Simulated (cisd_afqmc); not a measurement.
Input (AFQMC/UCISD/cc-pVTZ; cisd_afqmc is a phaseless AFQMC code with CISD trial states that reads the integrals written by Ansatz):

Ansatz 0.2 input:
```python
import cisd_afqmc

open("ham.yaml", "w").write("""\
crystal:
  periodic: [false, false, false]
  atoms:
    - {symbol: C, position_ang: [-0.00000000, -0.00000000, -1.88659538]}
    - {symbol: C, position_ang: [-0.00000000, -0.00000000, -0.68177999]}
    - {symbol: C, position_ang: [0.00000000, 0.00000000, 0.68177999]}
    - {symbol: C, position_ang: [0.00000000, 0.00000000, 1.88659538]}
    - {symbol: H, position_ang: [-0.00000000, -0.00000000, -2.94883252]}
    - {symbol: H, position_ang: [0.00000000, 0.00000000, 2.94883252]}
basis:
  gaussian:
    orbitals: cc-pVTZ
correlation: {method: ccsd, electrons: outside_noble_gas, hamiltonian_folder: ham}
magnetization: {spin_polarized: true, initial_magnetization: 0}
scf: {lower_state_search: full}
""")
rep = cisd_afqmc.ansatz("ham.yaml")
e_ccsd = rep["correlation"]["coupled_cluster"]["energy"]["hartree"]
out = cisd_afqmc.run("ham", e_ccsd, trial="CISD", walkers=2000, populations=1, threads=12, dt=0.005, steps=40, early=24, settle=10, least=100,
    cut=5e-5, rank_cut=2e-4, target=0.0004, seconds=1500, seed=4, memory=62639, gpu=True)
```

Output:

```
orbitals 144, occupied [9, 9], factors 739 of 858, rank of the doubles 860 of 2430
E(HF) = -152.553325
E(CCSD) on the cut factors = -153.158733, shift to the whole factors -0.000004
Energy of the trial state on the determinant = -153.158711
  tau behind 7.2 of longer steps, mean of the populations' last blocks
   2.0  -153.19296
   4.0  -153.19325
   6.0  -153.19524
   8.0  -153.19951
  10.0  -153.19893
  12.0  -153.19559
  14.0  -153.19636
  16.0  -153.19912
  18.0  -153.19512
  20.0  -153.19748
  22.0  -153.19715
  24.0  -153.19758
  26.0  -153.19551
  28.0  -153.19354
  30.0  -153.19497
  32.0  -153.19930
  34.0  -153.19811
  36.0  -153.19773
  38.0  -153.19361
  40.0  -153.19818
  42.0  -153.19820
  44.0  -153.19455
  46.0  -153.19548
  48.0  -153.19416
blocks 232 (0 outliers left out), error by blocks joined: 1: 0.00019, 2: 0.00024, 4: 0.00031, 8: 0.00039, 16: 0.00035
E(AFQMC/CISD) = -153.19646 +/- 0.00039
```

The determinant is spin-contaminated: <S^2> is 0.41, 0.41 over the pure value.
